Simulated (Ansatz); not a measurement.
Basis sets compared for `Sc1ccc(Sc2ccccc2)cc1`. The state is a singlet with charge 0. Geometry PBE-D4/def2-SVP. Ansatz on 4 threads of Arm Neoverse V1 on a shared host; times are rough, and most runs start from earlier orbitals.

```xyz
24

S     4.127    3.188    0.482
C     2.839    2.137   -0.139
C     1.480    2.289    0.213
C     0.509    1.432   -0.316
C     0.877    0.383   -1.182
S    -0.329   -0.687   -1.942
C    -1.350   -1.196   -0.570
C    -2.703   -1.483   -0.844
C    -3.541   -1.953    0.178
C    -3.047   -2.122    1.481
C    -1.700   -1.829    1.752
C    -0.847   -1.380    0.735
C     2.234    0.224   -1.526
C     3.205    1.097   -1.020
H     3.323    3.976    1.249
H     1.172    3.096    0.895
H    -0.548    1.575   -0.047
H    -3.097   -1.326   -1.860
H    -4.596   -2.175   -0.048
H    -3.710   -2.478    2.284
H    -1.301   -1.963    2.770
H     0.210   -1.167    0.951
H     2.531   -0.599   -2.194
H     4.260    0.961   -1.302
```

Binding counts from free atoms (S triplet, C triplet, H doublet) in the same basis, without a counterpoise term.

```json
{"level": "PBE-D4/def2-SVP", "functions": "254", "energy (Eh)": "-1258.1986", "HOMO (eV)": "-4.87", "LUMO (eV)": "-1.61", "binding per atom (eV)": "5.21", "wall time": "4.9 s"}
{"level": "PBE0-D4/def2-SVP", "functions": "254", "energy (Eh)": "-1258.3028", "HOMO (eV)": "-5.88", "LUMO (eV)": "-0.82", "binding per atom (eV)": "5.10", "wall time": "10 s"}
```

Task: Estimate the rows for PBE-D4/def2-TZVP (with forces), PBE0-D4/def2-TZVP.

Result: 
```tsv
level	functions	energy (Eh)	HOMO (eV)	LUMO (eV)	binding per atom (eV)	wall time
PBE-D4/def2-TZVP (with forces)	506	-1258.9623	-4.98	-1.79	5.15	15 s
PBE0-D4/def2-TZVP	506	-1259.0590	-5.93	-0.97	5.03	32 s
```
